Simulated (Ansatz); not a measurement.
Nudged elastic band run: Cl₂F₂H₄OW

input.yaml

```yaml
crystal:
  periodic: [false, false, false]
  atoms:
    - { symbol: W, position_ang: [-0.342357, -0.200305, 0.087825] }
    - { symbol: F, position_ang: [-0.15002, -0.367345, 1.922792] }
    - { symbol: H, position_ang: [1.431413, 0.116963, 0.122309] }
    - { symbol: H, position_ang: [1.027119, 0.927971, 0.357795] }
    - { symbol: Cl, position_ang: [-2.534098, -1.047014, -0.023719] }
    - { symbol: Cl, position_ang: [0.527868, -2.27589, -0.506001] }
    - { symbol: F, position_ang: [-0.278647, 0.591568, -1.571862] }
    - { symbol: O, position_ang: [-1.551712, 1.576553, 0.650527] }
    - { symbol: H, position_ang: [-2.469948, 1.25923, 0.739309] }
    - { symbol: H, position_ang: [-1.347317, 2.165571, 1.387124] }
basis:
  gaussian: { orbitals: def2-SVP }
hamiltonian:
  xc: pbe0
neb:
  order_check: false
  images: 7
  f_tol: 0.03
  max_iterations: 60
  final_atoms:
    - { symbol: W, position_ang: [-0.384871, 0.0061576, -0.20657907] }
    - { symbol: F, position_ang: [-0.63700276, -0.36783663, 2.14896178] }
    - { symbol: H, position_ang: [0.92470245, 0.64902136, 0.63423101] }
    - { symbol: H, position_ang: [0.62869553, 1.25118988, -0.68234492] }
    - { symbol: Cl, position_ang: [-2.67670997, -0.57593025, -0.26670505] }
    - { symbol: Cl, position_ang: [0.84963019, -1.86224661, 0.10843412] }
    - { symbol: F, position_ang: [-0.34763195, -0.17457464, -2.05864669] }
    - { symbol: O, position_ang: [-1.09391014, 1.54884893, 0.77777745] }
    - { symbol: H, position_ang: [-2.02182429, 1.73067274, 0.56823547] }
    - { symbol: H, position_ang: [-0.92877705, 0.54199963, 2.14273492] }
  initial_path:
    images:
      - { positions_ang: [[-0.342357, -0.200305, 0.087825], [-0.15002, -0.367345, 1.922792], [1.431413, 0.116963, 0.122309], [1.027119, 0.927971, 0.357795], [-2.534098, -1.047014, -0.023719], [0.527868, -2.27589, -0.506001], [-0.278647, 0.591568, -1.571862], [-1.551712, 1.576553, 0.650527], [-2.469948, 1.25923, 0.739309], [-1.347317, 2.165571, 1.387124]] }
      - { positions_ang: [[-0.25454474, -0.14263879, 0.06370102], [-0.11587197, -0.29938737, 1.98899694], [1.50566354, 0.1041848, 0.09444123], [0.7634256, 1.1327721, 0.29068439], [-2.49568484, -0.78999932, -0.02673403], [0.4108197, -2.29572133, -0.41572023], [-0.20206999, 0.47772817, -1.64278274], [-1.56992002, 1.52178985, 0.67746682], [-2.47428429, 1.22970474, 0.62446806], [-1.255232, 1.80886915, 1.51157753]] }
      - { positions_ang: [[-0.16673249, -0.08497259, 0.03957705], [-0.08172394, -0.23142973, 2.05520187], [1.57991408, 0.0914066, 0.06657347], [0.49973221, 1.33757321, 0.22357378], [-2.45727168, -0.53298464, -0.02974906], [0.29377141, -2.31555266, -0.32543946], [-0.12549298, 0.36388833, -1.71370348], [-1.58812803, 1.46702671, 0.70440664], [-2.47862057, 1.20017947, 0.50962712], [-1.163147, 1.4521673, 1.63603107]] }
      - { positions_ang: [[-0.07892023, -0.02730638, 0.01545307], [-0.04757592, -0.1634721, 2.12140681], [1.65416462, 0.0786284, 0.0387057], [0.23603881, 1.54237431, 0.15646317], [-2.41885852, -0.27596996, -0.03276409], [0.17672311, -2.33538399, -0.23515869], [-0.04891597, 0.2500485, -1.78462421], [-1.60633605, 1.41226356, 0.73134645], [-2.48295686, 1.17065421, 0.39478619], [-1.07106199, 1.09546544, 1.7604846]] }
      - { positions_ang: [[0.00889202, 0.03035983, -0.0086709], [-0.01342789, -0.09551447, 2.18761175], [1.72841517, 0.0658502, 0.01083794], [-0.02765459, 1.74717541, 0.08935256], [-2.38044537, -0.01895528, -0.03577912], [0.05967481, -2.35521531, -0.14487792], [0.02766104, 0.13620867, -1.85554495], [-1.62454406, 1.35750042, 0.75828627], [-2.48729315, 1.14112895, 0.27994525], [-0.97897699, 0.73876359, 1.88493813]] }
      - { positions_ang: [[-0.08954873, 0.02430927, -0.05814795], [-0.16932161, -0.16359501, 2.17794926], [1.52748699, 0.21164299, 0.16668621], [0.13643294, 1.62317903, -0.10357181], [-2.45451152, -0.15819902, -0.0935106], [0.25716366, -2.23197314, -0.08154991], [-0.06616221, 0.05851284, -1.90632039], [-1.49188558, 1.40533755, 0.76315906], [-2.37092593, 1.2885149, 0.3520178], [-0.966427, 0.6895726, 1.94938733]] }
      - { positions_ang: [[-0.18798949, 0.01825871, -0.10762499], [-0.32521532, -0.23167555, 2.16828676], [1.32655881, 0.35743578, 0.32253448], [0.30052047, 1.49918264, -0.29649618], [-2.52857767, -0.29744277, -0.15124209], [0.4546525, -2.10873096, -0.0182219], [-0.15998546, -0.01918299, -1.95709582], [-1.3592271, 1.45317467, 0.76803186], [-2.25455872, 1.43590084, 0.42409036], [-0.95387702, 0.64038161, 2.01383652]] }
      - { positions_ang: [[-0.28643025, 0.01220816, -0.15710203], [-0.48110904, -0.29975609, 2.15862427], [1.12563063, 0.50322857, 0.47838274], [0.464608, 1.37518626, -0.48942055], [-2.60264382, -0.43668651, -0.20897357], [0.65214135, -1.98548879, 0.04510611], [-0.25380871, -0.09687881, -2.00787126], [-1.22656862, 1.5010118, 0.77290465], [-2.13819151, 1.58328679, 0.49616291], [-0.94132703, 0.59119062, 2.07828572]] }
      - { positions_ang: [[-0.384871, 0.0061576, -0.20657907], [-0.63700276, -0.36783663, 2.14896178], [0.92470245, 0.64902136, 0.63423101], [0.62869553, 1.25118988, -0.68234492], [-2.67670997, -0.57593025, -0.26670505], [0.84963019, -1.86224661, 0.10843412], [-0.34763195, -0.17457464, -2.05864669], [-1.09391014, 1.54884893, 0.77777745], [-2.02182429, 1.73067274, 0.56823547], [-0.92877705, 0.54199963, 2.14273492]] }
```

Command:

```bash
$ ansatz run input.yaml --threads 4 --pin off --max-ram 5120MiB --backend cpu --events-out ev --progress --plain --runs-dir out
```

Output, in part (warnings, iteration lines, the closing report on the highest movable image, with atoms numbered from 0):

```
NEB end point (image 0): max|allowed force component| = 1.757e-2 eV/Å (the criterion of neb.relax_end_points is 1.000e-2)
NEB end point (image 8): max|allowed force component| = 2.124e-2 eV/Å (the criterion of neb.relax_end_points is 1.000e-2)
NEB iter   1: max|band force component| = 1.804e1 eV/Å  barrier→ = 12.6713 eV  barrier← = 11.3437 eV  Δτ_max = 0.2000 Å  (380 SCF iters)
NEB iter   2: max|band force component| = 1.226e1 eV/Å  barrier→ = 8.1443 eV  barrier← = 6.8166 eV  Δτ_max = 0.2000 Å  (413 SCF iters)
NEB iter   3: max|band force component| = 8.134e0 eV/Å  barrier→ = 5.5492 eV  barrier← = 4.2216 eV  Δτ_max = 0.2000 Å  (298 SCF iters)
NEB iter   4: max|band force component| = 5.155e0 eV/Å  barrier→ = 3.1571 eV  barrier← = 1.8295 eV  Δτ_max = 0.2000 Å  (274 SCF iters)
NEB iter   5: max|band force component| = 2.699e0 eV/Å  barrier→ = 2.1580 eV  barrier← = 0.8303 eV  Δτ_max = 0.1999 Å  (266 SCF iters)
NEB iter   6: max|band force component| = 2.105e0 eV/Å  barrier→ = 1.5643 eV  barrier← = 0.2366 eV  Δτ_max = 0.1980 Å  (272 SCF iters)
NEB iter   7: max|band force component| = 1.134e0 eV/Å  barrier→ = 1.5485 eV  barrier← = 0.2208 eV  Δτ_max = 0.1985 Å  (274 SCF iters)
NEB iter   8: max|band force component| = 8.513e-1 eV/Å  barrier→ = 1.5569 eV  barrier← = 0.2293 eV  Δτ_max = 0.1400 Å  (282 SCF iters)
NEB iter   9: max|band force component| = 1.123e0 eV/Å  barrier→ = 1.5951 eV  barrier← = 0.2675 eV  Δτ_max = 0.0717 Å  (259 SCF iters)
NEB iter  10: max|band force component| = 5.150e-1 eV/Å  barrier→ = 1.5594 eV  barrier← = 0.2317 eV  Δτ_max = 0.0521 Å  (273 SCF iters)
NEB iter  11: max|band force component| = 3.800e-1 eV/Å  barrier→ = 1.5520 eV  barrier← = 0.2243 eV  CI = image 5  Δτ_max = 0.1191 Å  (277 SCF iters)
NEB iter  12: max|band force component| = 3.281e-1 eV/Å  barrier→ = 1.4921 eV  barrier← = 0.1645 eV  CI = image 5  Δτ_max = 0.0947 Å  (274 SCF iters)
NEB iter  13: max|band force component| = 1.317e0 eV/Å  barrier→ = 1.5240 eV  barrier← = 0.1963 eV  CI = image 5  Δτ_max = 0.0477 Å  (273 SCF iters)
NEB iter  14: max|band force component| = 1.087e0 eV/Å  barrier→ = 1.5223 eV  barrier← = 0.1946 eV  CI = image 5  Δτ_max = 0.0865 Å  (271 SCF iters)
NEB iter  15: max|band force component| = 3.328e-1 eV/Å  barrier→ = 1.4977 eV  barrier← = 0.1700 eV  CI = image 5  Δτ_max = 0.0674 Å  (270 SCF iters)
NEB iter  16: max|band force component| = 1.678e-1 eV/Å  barrier→ = 1.4872 eV  barrier← = 0.1595 eV  CI = image 5  Δτ_max = 0.0601 Å  (275 SCF iters)
NEB iter  17: max|band force component| = 3.726e-1 eV/Å  barrier→ = 1.4847 eV  barrier← = 0.1571 eV  CI = image 5  Δτ_max = 0.0299 Å  (276 SCF iters)
NEB iter  18: max|band force component| = 4.074e-1 eV/Å  barrier→ = 1.4800 eV  barrier← = 0.1524 eV  CI = image 5  Δτ_max = 0.0149 Å  (277 SCF iters)
NEB iter  19: max|band force component| = 3.453e-1 eV/Å  barrier→ = 1.4782 eV  barrier← = 0.1505 eV  CI = image 5  Δτ_max = 0.0149 Å  (267 SCF iters)
NEB iter  20: max|band force component| = 1.665e-1 eV/Å  barrier→ = 1.4764 eV  barrier← = 0.1488 eV  CI = image 5  Δτ_max = 0.0299 Å  (261 SCF iters)
NEB iter  21: max|band force component| = 1.494e-1 eV/Å  barrier→ = 1.4736 eV  barrier← = 0.1460 eV  CI = image 5  Δτ_max = 0.0595 Å  (261 SCF iters)
NEB iter  22: max|band force component| = 4.430e-1 eV/Å  barrier→ = 1.4733 eV  barrier← = 0.1456 eV  CI = image 5  Δτ_max = 0.0298 Å  (267 SCF iters)
NEB iter  23: max|band force component| = 1.419e-1 eV/Å  barrier→ = 1.4733 eV  barrier← = 0.1456 eV  CI = image 5  Δτ_max = 0.0595 Å  (270 SCF iters)
NEB iter  24: max|band force component| = 5.359e-1 eV/Å  barrier→ = 1.4732 eV  barrier← = 0.1455 eV  CI = image 5  Δτ_max = 0.0298 Å  (250 SCF iters)
NEB iter  25: max|band force component| = 8.004e-2 eV/Å  barrier→ = 1.4732 eV  barrier← = 0.1455 eV  CI = image 5  Δτ_max = 0.0049 Å  (246 SCF iters)
NEB iter  26: max|band force component| = 4.746e-2 eV/Å  barrier→ = 1.4731 eV  barrier← = 0.1455 eV  CI = image 5  Δτ_max = 0.0596 Å  (238 SCF iters)
NEB iter  27: max|band force component| = 1.639e-1 eV/Å  barrier→ = 1.4731 eV  barrier← = 0.1455 eV  CI = image 5  Δτ_max = 0.0299 Å  (235 SCF iters)
NEB iter  28: max|band force component| = 6.315e-2 eV/Å  barrier→ = 1.4731 eV  barrier← = 0.1455 eV  CI = image 5  Δτ_max = 0.0318 Å  (228 SCF iters)
NEB iter  29: max|band force component| = 1.185e-1 eV/Å  barrier→ = 1.4731 eV  barrier← = 0.1455 eV  CI = image 5  Δτ_max = 0.0158 Å  (227 SCF iters)
NEB iter  30: max|band force component| = 1.355e-2 eV/Å  barrier→ = 1.4731 eV  barrier← = 0.1455 eV  CI = image 5  Δτ_max = 0.0000 Å  (477 SCF iters)
Total energy: -34390.57563521 eV, -1263.8303438244 hartree
Atom 0 at    -0.366482     0.097309    -0.275911 Å, force    -0.000542    -0.000155    -0.000028 eV/Å
Atom 1 at    -0.443531    -0.112906     2.124435 Å, force     0.000109    -0.000095    -0.000047 eV/Å
Atom 2 at     1.134026     0.237250     0.469793 Å, force     0.000264    -0.000076     0.000101 eV/Å
Atom 3 at     0.695783     1.410577    -0.142644 Å, force     0.000169     0.000065    -0.000051 eV/Å
Atom 4 at    -2.568318    -0.795120    -0.125904 Å, force    -0.000080     0.000117    -0.000025 eV/Å
Atom 5 at     0.394031    -2.086422    -0.126507 Å, force     0.000159     0.000146     0.000051 eV/Å
Atom 6 at    -0.110902     0.246046    -2.071159 Å, force     0.000031     0.000062     0.000035 eV/Å
Atom 7 at    -1.307217     1.577155     0.594094 Å, force    -0.000143    -0.000267    -0.000151 eV/Å
Atom 8 at    -2.267735     1.427520     0.596821 Å, force     0.000121     0.000092     0.000064 eV/Å
Atom 9 at    -0.847353     0.745894     2.123080 Å, force    -0.000089     0.000110     0.000051 eV/Å
Dipole moment:    -0.011708     0.555754     0.273929 e Å
```

It converged. A vibrational analysis at the climbing image gives one clearly imaginary mode, 137i cm⁻¹: a first-order saddle point. The orbitals stay closed-shell, which can raise the energy where a bond breaks towards radicals; this wasn't checked here.

Final band (atoms are numbered from 1 in the order of the input):

```tsv
image	path coordinate (Å)	energy (kJ/mol)	O8–H10 (Å)	F2–H10 (Å)
0	0.00	0.0	0.97	2.85
1	0.54	3.5	0.97	2.38
2	1.08	23.0	0.98	1.89
3	1.61	86.0	1.06	1.43
4	2.15	136.9	1.54	0.99
5	2.69	142.1	1.80	0.95
6	3.12	138.8	1.85	0.94
7	3.55	132.3	1.77	0.95
8	3.99	128.1	1.70	0.96
```

Time of the run: 12 min on 4 threads of Arm Neoverse V1, on a shared host, peak memory 0.41 GiB.
